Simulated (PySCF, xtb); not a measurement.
WSCl₃, SMILES [S]=[W+]([Cl])([Cl])[Cl], charge +1, multiplicity 1.

Harmonic wavenumbers (cm⁻¹) from GFN2-xTB run with xtb 6.7.1 at its own minimum, in rising order: 121, 122, 134, 135, 135, 379, 406, 406, 541.

Question: What does PySCF with B3LYP-D3(BJ)/def2-SVP give at its own minimum? (Estimate from the structure and the level; the computed values follow.)

Answer: 117, 117, 139, 170, 170, 436, 455, 455, 589. Paired by order, the mean absolute difference is 32 cm⁻¹ and the zero-point energies are 3.4 and 3.8 kcal/mol.
